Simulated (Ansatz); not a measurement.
Geometry optimisation, RKS PBE0-D4/def2-SVP (Ansatz 0.2.0).

input.yaml

```yaml
crystal:
  periodic: [false, false, false]
  atoms:
    - { symbol: Hf, position_ang: [0.153818, 0.0, -0.095287] }
    - { symbol: F, position_ang: [0.172165, 0.0, 1.846017] }
    - { symbol: Cl, position_ang: [2.387703, 0.0, -0.759724] }
    - { symbol: Cl, position_ang: [-0.869778, 1.923927, -0.930531] }
    - { symbol: Cl, position_ang: [-0.869778, -1.923927, -0.930531] }
    - { symbol: H, position_ang: [-2.541931, 1.0e-06, 1.327115] }
    - { symbol: H, position_ang: [-1.953, -1.0e-06, 1.741041] }
basis:
  gaussian: { orbitals: def2-SVP }
hamiltonian:
  xc: pbe0
  dispersion: d4
relax:
  f_tol: 0.03
  max_steps: 50
```

Run as:

```bash
$ ansatz run input.yaml --threads 2 --pin off --max-ram 3072MiB --backend cpu --events-out ev --progress --plain --runs-dir out
```

**Question.** Where does it end, and by what steps?

**Answer.** The forces met the threshold. The force dipped under the threshold on the way, but the program's further checks kept it going. After 7 steps the energy has fallen by 0.108 eV; H7 moved furthest, 0.38 Å.

```csv
step,energy less start (eV),largest force component (eV/Å),accepted
0,0.0000,1.428,yes
1,-0.0968,0.122,yes
2,-0.1031,0.187,yes
3,-0.1064,0.090,yes
4,-0.1071,0.084,yes
5,-0.1076,0.026,yes
6,-0.1078,0.036,yes
7,-0.1079,0.012,yes
```

```xyz
7
Properties=species:S:1:pos:R:3
Hf 0.279 0.000 -0.092
F 0.407 0.000 1.797
Cl 2.448 0.000 -0.941
Cl -0.807 1.924 -0.844
Cl -0.807 -1.924 -0.844
H -2.737 0.000 1.248
H -2.304 0.000 1.875
```

Whether the end is a true minimum wasn't checked by a vibrational analysis.

Time of the run: 29 s on 2 threads of Arm Neoverse V2, on a shared host, peak memory 0.27 GiB.
